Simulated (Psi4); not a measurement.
Dimer: CH4O (SMILES CO) (first 6 atoms) with C2H6 (SMILES CC); geometry from B3LYP-D3(BJ)/def2-TZVP, rigid monomers moved along the line of their centres of mass till H6···C7 is 4.75 Å.
(charge 0, multiplicity 1):
```xyz
14

C     -0.6336     0.2408     0.0527
O      0.6830    -0.1554     0.4083
H     -1.2481    -0.6085    -0.2651
H     -0.5412     0.9309    -0.7846
H     -1.1428     0.7587     0.8730
H      0.6286    -0.7709     1.1462
C     -0.1328    -0.7794     5.8313
C      0.1381     0.7191     5.9351
H     -0.5085    -1.1859     6.7721
H      0.7773    -1.3320     5.5840
H     -0.8831    -0.9986     5.0673
H     -0.7731     1.2687     6.1784
H      0.5294     1.1154     4.9969
H      0.8704     0.9326     6.7157
```

The numbers are results of SAPT0/jun-cc-pV(D+d)Z (Psi4 1.11), not measurements.

**Question.** Give the four SAPT terms and the total, and say what mostly holds the pair together.

**Answer.** electrostatics -0.02, exchange 0.00, induction -0.01, dispersion -0.10, total -0.12 kcal/mol; the largest attraction is dispersion.
